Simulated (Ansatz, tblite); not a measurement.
Removing and adding an electron: the cluster AlO₃H₃ (the lowest singlet isomer of a short search). Total charge 0; singlet. Geometry: PBE0-D4/def2-TZVP. Ansatz, gas phase; energy differences of separate SCF runs; the oxidised species was run as a doublet alone; the reduced species was run as a doublet alone.

Cartesian coordinates in Å:
```
Al -0.001 0.000 0.001
O -0.887 -1.304 -0.603
O 0.006 1.473 -0.826
O 0.880 -0.168 1.432
H 0.495 2.235 -0.521
H -1.397 -1.252 -1.410
H 0.905 -0.984 1.929
```

The xTB rows come from tblite. Correlated methods freeze 8 core orbitals. In CCSD on the charge 1 doublet the largest single amplitude is 0.26, so its Hartree–Fock determinant may place the open shell otherwise than the density functionals do. The structure comes from a short search, and lower isomers may exist.

| level | −HOMO (eV) | vertical IE (eV) | −LUMO (eV) | vertical EA (eV) | HOMO–LUMO gap (eV) | IE − EA (eV) | remarks |
| --- | --- | --- | --- | --- | --- | --- | --- |
| GFN2-xTB | 12.48 | 16.02 | 6.62 | 3.09 | 5.86 | 12.94 | – |
| PBE-D4/def2-TZVPD | 7.43 | – | 1.66 | -0.09 | 5.78 | – | HOMO above zero (-1 doublet) |
| PBE0-D4/def2-TZVP | 9.02 | 11.35 | 0.43 | – | 8.59 | – | – |
| CCSD/def2-TZVPP | – | 12.03 | – | – | – | – | – |
| CCSD(T)/def2-TZVPP | – | 12.07 | – | – | – | – | – |

Problem. Estimate the rows for GFN1-xTB, HF/def2-TZVPP, r2SCAN-D4/def2-TZVPD, PBE0-D4/def2-TZVPD, MP2/def2-TZVPP.

Solution. 
```json
{"level": "GFN1-xTB", "−HOMO (eV)": "13.56", "vertical IE (eV)": "17.24", "−LUMO (eV)": "6.72", "vertical EA (eV)": "3.24", "HOMO–LUMO gap (eV)": "6.84", "IE − EA (eV)": "13.99", "remarks": "–"}
{"level": "HF/def2-TZVPP", "−HOMO (eV)": "–", "vertical IE (eV)": "10.58", "−LUMO (eV)": "–", "vertical EA (eV)": "–", "HOMO–LUMO gap (eV)": "–", "IE − EA (eV)": "–", "remarks": "–"}
{"level": "r2SCAN-D4/def2-TZVPD", "−HOMO (eV)": "7.78", "vertical IE (eV)": "–", "−LUMO (eV)": "1.10", "vertical EA (eV)": "-0.27", "HOMO–LUMO gap (eV)": "6.68", "IE − EA (eV)": "–", "remarks": "HOMO above zero (-1 doublet)"}
{"level": "PBE0-D4/def2-TZVPD", "−HOMO (eV)": "9.12", "vertical IE (eV)": "–", "−LUMO (eV)": "0.91", "vertical EA (eV)": "-0.25", "HOMO–LUMO gap (eV)": "8.21", "IE − EA (eV)": "–", "remarks": "HOMO above zero (-1 doublet)"}
{"level": "MP2/def2-TZVPP", "−HOMO (eV)": "–", "vertical IE (eV)": "12.40", "−LUMO (eV)": "–", "vertical EA (eV)": "–", "HOMO–LUMO gap (eV)": "–", "IE − EA (eV)": "–", "remarks": "–"}
```

Run but left out: PBE-D4/def2-TZVP, r2SCAN-D4/def2-TZVP (charge +1 doublet: an occupied level 0.19 to 0.20 eV above an empty one).   A HOMO above zero means that the electron is unbound at that level or that self-interaction error raises the level; the energy of removing that electron tells which. Raw xTB energy differences between charge states are shifted by several eV; the methods need an empirical correction for them. A negative affinity means that the extra electron isn't bound; its size then hangs on the basis.
